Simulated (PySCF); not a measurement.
## Shifts of the heteroatoms

Atom-mapped SMILES (the numbers label the heavy atoms): `[CH2:1]=[CH:2][C:3](=[O:4])[CH:5]([CH3:6])[CH3:7]`. Hydrogens are named by the atom that carries them. Ha(C1) is cis to C3; Hb(C1) is trans to C3.

- couplings computed with B3LYP/pcJ-1 (without the spin–dipole term)
- shielding tensors at PBE0/pcSseg-1 (GIAO)
- coordinates at the PBE0-D3(BJ)/def2-SVP level
- program: PySCF
- gas phase, equivalent nuclei averaged, relativity neglected, single conformer

Q: Where does ¹⁷O resonate?

A: 
```tsv
atoms	environment	σ (ppm)	δ (ppm)
O4	ketone oxygen	-277.4	511.5
```

Shieldings were converted by a linear fit to measured shifts: ¹⁷O: δ = 264.06 − 0.892σ (rms 13.4 ppm, 147 shifts, 14.2 ppm with the 1 outlier that the fit left out vs liquid water, solution or neat liquid). A few per cent of atoms miss by over 2 rms, more outside the fitted compound classes. Couplings are scaled by factors fitted to measured values: ²J(H,H) × 0.91 (rms 0.6 Hz), ³J(H,H) × 0.91 (rms 0.4 Hz, 0.5 with 2 outliers); all others are unscaled and can be 10–30 % off.

Couplings (the largest are listed; each averaged over equivalent pairs; quadrupolar broadening usually hides them): ¹J(C3,O4) = 34.5 Hz, ²J(C2,O4) = -2.4 Hz, ³J(C1,O4) = -3.3 Hz, ³J(O4,H(C2)) = -1.7 Hz, ³J(O4,H(C5)) = -1.6 Hz, ³J(O4,C6) = -1.2 Hz.

On a 600 MHz spectrometer ¹⁷O resonates near 81.3 MHz, so 1 ppm is 81.3 Hz.
